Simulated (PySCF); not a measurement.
**A small calculation by hand: dipole moment from atomic charges**

Si(CCH)2(Cl)2 (C4H2Cl2Si), SMILES C#C[Si](Cl)(Cl)C#C. Atoms are numbered in the order given.

```xyz
9

C     -2.4935     0.0000     1.7610
C     -1.4950     0.0000     1.0672
Si     0.0000     0.0000     0.0392
Cl     0.0000     1.6673    -1.1540
Cl     0.0000    -1.6673    -1.1540
C      1.4950     0.0000     1.0672
C      2.4935     0.0000     1.7610
H     -3.3780     0.0000     2.3741
H      3.3780     0.0000     2.3741
```

Geometry: PBE0-D3(BJ)/def2-SVP.

Charges (e) from CAM-B3LYP/def2-TZVP (PySCF):

| atom | Mulliken | IAO |
|---|---|---|
| C1 | -0.102 | -0.139 |
| C2 | -0.246 | -0.369 |
| Si3 | 0.638 | 1.183 |
| Cl4 | -0.186 | -0.294 |
| Cl5 | -0.186 | -0.294 |
| C6 | -0.246 | -0.369 |
| C7 | -0.102 | -0.139 |
| H8 | 0.215 | 0.211 |
| H9 | 0.215 | 0.211 |

The dipole moment of the full density is 2.23 D.

Question: What dipole moment does each set of point charges give, and which comes closer to that of the density?

Answer: 
μ = Σ q r, and 1 e Å = 4.8032 D.
Mulliken: Σ q r = (0.000, 0.000, 0.591) e Å, |μ| = 2.84 D.
IAO: Σ q r = (0.000, 0.000, 0.450) e Å, |μ| = 2.16 D.
IAO comes closer in size. Point charges leave out the atoms' own dipoles (lone pairs, polarised bonds); fits to the potential absorb them, partitions of the density don't.
